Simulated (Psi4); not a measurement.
CCl3 (SMILES Cl[C](Cl)Cl), doublet, at a GFN2-xTB geometry; Psi4 1.11 with TPSS/def2-SV(P).

The Psi4 input:
```
memory 2 GB

molecule mol {
0 2
C    -0.004950   -0.005289    0.303986
Cl   -0.000024    1.675961   -0.006623
Cl    1.451799   -0.836933   -0.026704
Cl   -1.450028   -0.837161   -0.073962
}

set {
  basis def2-sv(p)
  reference uks
  dft_nuclear_scheme stratmann
}

energy('tpss')
print_variables()
```

What the program printed (banner, timings and long lists left out):

```
   => Loading Basis Set <=

    Name: DEF2-SV(P)
    Role: ORBITAL
    Keyword: BASIS

         ---------------------------------------------------------
                                   SCF
               by Justin Turney, Rob Parrish, Andy Simmonett
                          and Daniel G. A. Smith
                              UKS Reference
         ---------------------------------------------------------

  ==> Geometry <==

    Molecular point group: c1
    Full point group: C1

    Geometry (in Angstrom), charge = 0, multiplicity = 2:

       Center              X                  Y                   Z               Mass
    ------------   -----------------  -----------------  -----------------  -----------------
         C           -0.004964460999    -0.005304558135     0.304875096704    12.000000000000
         CL          -0.000038460999     1.675945441865    -0.005733903296    34.968852682000
         CL           1.451784539001    -0.836948558135    -0.025814903296    34.968852682000
         CL          -1.450042460999    -0.837176558135    -0.073072903296    34.968852682000

  Running in c1 symmetry.

  Rotational constants: A =      0.11351  B =      0.11351  C =      0.05723 [cm^-1]
  Rotational constants: A =   3402.95105  B =   3402.94865  C =   1715.84384 [MHz]
  Nuclear repulsion =  252.796179768447473

  Charge       = 0
  Multiplicity = 2
  Electrons    = 57
  Nalpha       = 29
  Nbeta        = 28

  ==> Algorithm <==

  SCF Algorithm Type is DF.
  DIIS enabled.
  MOM disabled.
  Fractional occupation disabled.
  Guess Type is SAD.
  Energy threshold   = 1.00e-06
  Density threshold  = 1.00e-06
  Integral threshold = 1.00e-12

  ==> Primary Basis <==

  Basis Set: DEF2-SV(P)
    Blend: DEF2-SV(P)
    Number of shells: 30
    Number of basis functions: 68
    Number of Cartesian functions: 72
    Spherical Harmonics?: true
    Max angular momentum: 2

  ==> DFT Potential <==

   => LibXC <=

    Version 7.1.2
    S. Lehtola, C. Steigemann, M. J. T. Oliveira, and M. A. L. Marques,  SoftwareX 7, 1–5 (2018) (10.1016/j.softx.2017.11.002)

   => Composite Functional: TPSS <=

    TPSS Meta-GGA XC Functional

    J. Tao, et al., Phys. Rev. Lett., 91, 146401, 2003

    Deriv               =              1
    GGA                 =           TRUE
    Meta                =           TRUE

    Exchange Hybrid     =          FALSE
    MP2 Hybrid          =          FALSE

   => Exchange Functionals <=

    1.0000   XC_MGGA_X_TPSS

   => Correlation Functionals <=

    1.0000   XC_MGGA_C_TPSS

   => LibXC Density Thresholds  <==

    XC_MGGA_C_TPSS:  1.00E-15
    XC_MGGA_X_TPSS:  1.00E-15

   => Molecular Quadrature <=

    Radial Scheme          =       TREUTLER
    Pruning Scheme         =           NONE
    Nuclear Scheme         =      STRATMANN

    Blocking Scheme        =         OCTREE
    BS radius alpha        =              1
    Pruning alpha          =              1
    Radial Points          =             75
    Spherical Points       =            302
    Total Points           =          76258
    Total Blocks           =            655
    Max Points             =            256
    Max Functions          =             66
    Weights Tolerance      =       1.00E-15

   => Loading Basis Set <=

    Name: (DEF2-SV(P) AUX)
    Role: JKFIT
    Keyword: DF_BASIS_SCF

  ==> Integral Setup <==

  SCF_SUBTYPE=INCORE selected. In-core MEM_DF algorithm will be used.
  Using in-core AOs.

  ==> MemDFJK: Density-Fitted J/K Matrices <==

    J tasked:                   Yes
    K tasked:                    No
    wK tasked:                   No
    Algorithm:                 Core
    Schwarz Cutoff:           1E-12
    Mask sparsity (%):       3.3737
    Fitting Condition:        1E-10

   => Auxiliary Basis Set <=

  Basis Set: (DEF2-SV(P) AUX)
    Blend: DEF2-UNIVERSAL-JKFIT
    Number of shells: 139
    Number of basis functions: 459
    Number of Cartesian functions: 554
    Spherical Harmonics?: true
[...]
    Using symmetric orthogonalization.

  ==> Pre-Iterations <==

  SCF Guess: Superposition of Atomic Densities via on-the-fly atomic UHF (no occupation information).

   -------------------------
    Irrep   Nso     Nmo
   -------------------------
     A         68      68
   -------------------------
    Total      68      68
   -------------------------

  ==> Iterations <==

                           Total Energy        Delta E     RMS |[F,P]|

   @DF-UKS iter SAD: -1418.38860574863020   -1.41839e+03   0.00000e+00
   @DF-UKS iter   1: -1418.18776989738694    2.00836e-01   4.69921e-03 DIIS/ADIIS
   @DF-UKS iter   2: -1418.09730026288662    9.04696e-02   7.57460e-03 DIIS/ADIIS
   @DF-UKS iter   3: -1418.23958021595990   -1.42280e-01   1.41011e-03 DIIS/ADIIS
   @DF-UKS iter   4: -1418.24393019013905   -4.34997e-03   2.09643e-04 DIIS/ADIIS
   @DF-UKS iter   5: -1418.24403571848370   -1.05528e-04   6.40896e-05 DIIS
   @DF-UKS iter   6: -1418.24404767732653   -1.19588e-05   1.23282e-05 DIIS
   @DF-UKS iter   7: -1418.24404829778405   -6.20458e-07   5.35306e-06 DIIS
   @DF-UKS iter   8: -1418.24404838398664   -8.62026e-08   1.17918e-06 DIIS
   @DF-UKS iter   9: -1418.24404839009162   -6.10498e-09   2.50675e-07 DIIS
  Energy and wave function converged.

  ==> Post-Iterations <==

   Electrons on quadrature grid:
      Nalpha   =   29.0000019819 ; deviation = 1.982e-06
      Nbeta    =   28.0000018941 ; deviation = 1.894e-06
      Ntotal   =   57.0000038760 ; deviation = 3.876e-06

   @Spin Contamination Metric:   3.000139880E-03
   @S^2 Expected:                7.500000000E-01
   @S^2 Observed:                7.530001399E-01
   @S   Expected:                5.000000000E-01
   @S   Observed:                5.000000000E-01

    Orbital Energies [Eh]
    ---------------------

    Alpha Occupied:

[...]
    Alpha Virtual:

[...]
    Beta Occupied:

[...]
      28A     -0.280797

    Beta Virtual:

[...]
      68A      2.103550

    Final Occupation by Irrep:
              A
    DOCC [    28 ]
    SOCC [     1 ]
    NA   [    29 ]
    NB   [    28 ]

  @DF-UKS Final Energy: -1418.24404839009162

   => Energetics <=

    Nuclear Repulsion Energy =            252.7961797684474732
    One-Electron Energy =               -2459.6654366973789365
    Two-Electron Energy =                 878.8441565499335866
    DFT Exchange-Correlation Energy =     -90.2189480110937012
    Empirical Dispersion Energy =           0.0000000000000000
    VV10 Nonlocal Energy =                  0.0000000000000000
    Total Energy =                      -1418.2440483900916206

  UHF NO Occupations:
  HONO-2 :   27  A 1.9995896
  HONO-1 :   28  A 1.9993225
  HONO-0 :   29  A 1.0000000
  LUNO+0 :   30  A 0.0006775
  LUNO+1 :   31  A 0.0004104
  LUNO+2 :   32  A 0.0001559
  LUNO+3 :   33  A 0.0001558

Computation Completed

Properties will be evaluated at   0.000000,   0.000000,   0.000000 [a0]

Properties computed using the SCF density matrix

 Multipole Moments:

 ------------------------------------------------------------------------------------
     Multipole            Electronic (a.u.)      Nuclear  (a.u.)        Total (a.u.)
 ------------------------------------------------------------------------------------

 L = 1.  Multiply by 2.5417464519 to convert [e a0] to [Debye]
 Dipole X            :          0.0032866           -0.0015595            0.0017270
 Dipole Y            :          0.0035453           -0.0016664            0.0018790
 Dipole Z            :         -0.2021814            0.0957742           -0.1064072
 Magnitude           :                                                    0.1064378

 ------------------------------------------------------------------------------------

  Variable Map:
  ----------------------------------------------------------------------------
[...]
  Array Variable Map:
  ----------------------------------------------------------------------------
[...]
[...]
```
